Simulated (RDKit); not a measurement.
Job for RDKit: MMFF94 on H2S (SMILES S).

```python
from rdkit import Chem
from rdkit.Chem import AllChem, rdDetermineBonds

blocks = [
'''3

S     0.01292978    0.05389253    3.47088444
H    -0.01119700    0.22813572    2.13372366
H    -0.89804455    1.01664524    3.68249979
''',
]
mol = None
for b in blocks:
    f = Chem.MolFromXYZBlock(b)
    rdDetermineBonds.DetermineBonds(f, charge=0)
    mol = f if mol is None else Chem.CombineMols(mol, f)
Chem.SanitizeMol(mol)
print(Chem.MolToSmiles(Chem.RemoveHs(mol)))
ff = AllChem.MMFFGetMoleculeForceField(mol, AllChem.MMFFGetMoleculeProperties(mol), nonBondedThresh=100.0, ignoreInterfragInteractions=False)
e = ff.CalcEnergy()
print(f'MMFF94 energy {e:.6f} kcal/mol')
```

Program output:

```
S
MMFF94 energy 0.019698 kcal/mol
```

The run finished.

Cost: very roughly 0.04 core-seconds.
